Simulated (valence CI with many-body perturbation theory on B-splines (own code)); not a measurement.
## Ta66+ in brief

Computed by valence CI with perturbative core correlation (CI+MBPT): five valence electrons over a frozen Dirac-Fock core [He], radial functions for each j: 9 s, 9 p, 8 d, 6 f, 3 g, 1 h, with the one-electron correlation potential Σ1 (screened to all orders), the two-electron term Σ2, the three-electron term Σ3, Breit, model QED; selected single and double excitations, second order for the rest (own B-spline code, finite nucleus).

No measured spectrum was set against this ion. As an estimate, large intervals hold to a few tenths of a per cent, small ones and those within an open d or f shell to about a per cent. Among the levels kept, up to 1200 cm⁻¹ of a level comes from second order outside the variational space, and about a tenth of that is noise between levels of different J, which matters for small intervals.

Levels are named by their leading jj configuration (3d3/2^4 stands for four electrons in 3d with j = 3/2), which in mixed levels can hold well under half, so a name can repeat and another be missing.

Rates and lifetimes use the calculated energies. Strong lines usually hold to 10 to 20 %, long lifetimes can be off by a factor of two.

Task: What is the ground level?

Result: (2s^2 2p1/2^2 2p3/2) J=3/2, composition 49 % 2s²2p³ ²P° + 27 % 2s²2p³ ²D° + 24 % 2s²2p³ ⁴S°, g = 1.314.

Task: Among levels below 10907 eV, which E1 lines absorb most strongly from the ground level?

Result: to (2s^2 2p1/2^2 3d5/2) J=5/2 at 0.1337 nm, f = 0.548; to (2s^2 2p1/2 2p3/2 3d3/2) J=5/2 at 0.1179 nm, f = 0.509; to (2s^2 2p1/2 2p3/2 3d3/2) J=3/2 at 0.1179 nm, f = 0.301.

Task: What is the ionisation energy?

Result: 16154 eV; NIST lists 16150 ± 40 eV (theoretical).

Task: How well does LS coupling describe the low levels?

Result: Among the lowest 20 levels the leading LS term, summed over configurations, holds 63 % on average. For single configurations the figures are 63 % in LS and 100 % in jj coupling. Terms mix most in the J = 3/2 level at 9072 eV, where the leading one holds 35 %.

Task: Name the longest-lived excited levels whose lifetime is computed, and their main decay.

Result: (2s^2 2p1/2 2p3/2^2) J=5/2 at 1325 eV lives 282 ps, mostly by M1 to (2s^2 2p1/2^2 2p3/2) J=3/2; (2s^2 2p1/2 2p3/2^2) J=1/2 at 1377 eV lives 86.5 ps, mostly by M1 to (2s^2 2p1/2^2 2p3/2) J=3/2; (2s^2 2p1/2 2p3/2^2) J=3/2 at 1302 eV lives 48.4 ps, mostly by M1 to (2s^2 2p1/2^2 2p3/2) J=3/2.

Task: What are the static dipole polarisabilities of the lowest levels?

Result: (2s^2 2p1/2^2 2p3/2) J=3/2 7.31e-05 (tensor 1.4e-05) bohr³, of which the core gives 2.33e-07.

Task: Where does the other parity begin?

Result: At (2s 2p1/2^2 2p3/2^2) J=5/2, 1641 eV.
